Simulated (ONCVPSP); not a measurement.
**Which change was made? (P, ONCV)**

ONCVPSP 4.0.1 input, shortened (lines: element, Z, core and valence counts, functional; n l f; lmax; l rc ep ncon nbas qcut; lloc lpopt rc5 dvloc0; l nproj debl; icmod fcfact rcfact), PBE, scalar-relativistic:

```
  P 15.00    3    2        4      upf
    1    0    2.00
    2    0    2.00
    2    1    6.00
    3    0    2.00
    3    1    3.00
    1
    0    1.40    0.00    3    6    4.50
    1    1.90    0.00    3    6    5.20
    4    5    0.90    0.00
    0    2    1.80
    1    2    2.50
    2    0.40    0.75
```

Cutoffs, loose and tight: the cutoffs (Ha) at which the residual kinetic energy of the hardest occupied pseudo-wave falls to 1 and 0.1 mHa per electron. They do not see the model core or the augmentation charge, which bear on the density cutoff. Test errors are all-electron minus pseudo excitation energies from the reference, over the configurations 3s2 3p2; 3s2 3p1; 3s2 3p0; 3s1 3p4; variants that change the core or the reference have their own tests.

The base gives: outcome: generated; cutoff, loose: 9.9 Ha; cutoff, tight: 24 Ha; bound ghosts: none; GHOST(+) flags above zero: s; largest test error (meV): +54.

(1) After one change the result is: outcome: generated; cutoff, loose: 12 Ha; cutoff, tight: 88 Ha; bound ghosts: s; GHOST(+) flags above zero: none; largest test error (meV): +50. Which change was it?
A. s: rc 1.02
B. s: rc 1.86
C. s: rc 1.2

Results:

(1) C. The others give: s: rc 1.02 → outcome: generated; cutoff, loose: 107 Ha; cutoff, tight: 147 Ha; bound ghosts: s; GHOST(+) flags above zero: s; largest test error (meV): +55 | s: rc 1.86 → outcome: generated; cutoff, loose: 8.1 Ha; cutoff, tight: 12 Ha; bound ghosts: none; GHOST(+) flags above zero: s; largest test error (meV): +74.
